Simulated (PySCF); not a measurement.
# Ba⁺: excitation energy

Ba⁺ [Xe] 6s1 (2S) → Ba⁺ [Xe] 5d1 (2D), as a difference of total energies. Computed with PySCF 2.14 in x2c-TZVPPall, with scalar relativity by spin-free X2C-1e. Correlated levels: valence and next inner shell: [Kr] 4d10 frozen. The calculations carry no spin-orbit coupling.

```
                                method  excitation energy (cm⁻¹)  error (cm⁻¹)
                                   UHF                    6105.8          +751
                                   LDA                    5152.6          -202
                                   PBE                    3780.2         -1574
                                  PBE0                    3570.6         -1784
                                r2SCAN                    2500.8         -2854
                                  BP86                    3716.1         -1638
                                 B97-3                    3274.0         -2080
                                 M06-L                    200.88         -5154
    MP2 (valence and next inner shell)                    7115.4         +1761
SCS-MP2 (valence and next inner shell)                    6750.2         +1396
```

Reference: 5354.4 cm⁻¹ (measured; NIST levels, between the centres of gravity of the two terms).

Errors of the correlated levels include the incompleteness of this basis and the frozen core.
